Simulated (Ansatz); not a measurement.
Compare A (`C=C1C[Se]1`) with its isomer B (`C=CC=[Se]`).

Isolated molecules relaxed with PBE0-D4/def2-TZVP in Ansatz; ΔE leaves out vibrations. CBS: MP2 limit from def2 TZ/QZ plus the TZ coupled-cluster correction, frozen cores. DFT in def2-TZVPP. B3LYP here is the variant with VWN-RPA as its local correlation; programs differ in this. For Se outer-core shells are correlated without core-valence functions, which leaves a few kJ/mol of doubt a bond. Scalar relativity is left out up to krypton. Each species was taken in one conformer, which may not be the lowest.

(1) Which isomer does CCSD(T)/CBS put lower? Give the gap. (Best estimate.)

(2) Give E(B) − E(A) in kcal/mol with r2SCAN-D4, ωB97M-V, PBE-D4, B3LYP, MP2/def2-TZVPP, PBE0-D4, CCSD(T)/def2-TZVPP. (Best estimate.)

(3) Does the order hold for the free energy at 298.15 K (harmonic terms from PBE0-D4)? (Estimate.)

Largest T1 diagnostic: 0.018.

## Answers

(1) Ansatz gave: B, by 4.4 kcal/mol.

(2) The calculation gave: r2SCAN-D4 -1.7, ωB97M-V -1.9, PBE-D4 -1.2, B3LYP -4.9, MP2/def2-TZVPP -1.1, PBE0-D4 -0.5, CCSD(T)/def2-TZVPP -4.4. None reverses the order clearly.

(3) Computed: Yes: G(B) − G(A) = -5.0 kcal/mol, for one conformer each.

From r2SCAN to r2SCAN0 (25 % exact exchange), in def2-TZVPP and without D4, E(B) − E(A) moves by +0.9 kcal/mol. Leaving LDA and LC-ωPBE aside and taking each functional with its dispersion term where it has one, the values, not all of them listed here, spread over 5.5 kcal/mol, from BLYP-D4 to PBE0-D4. LDA lies +2.4 kcal/mol from PBE without D4.
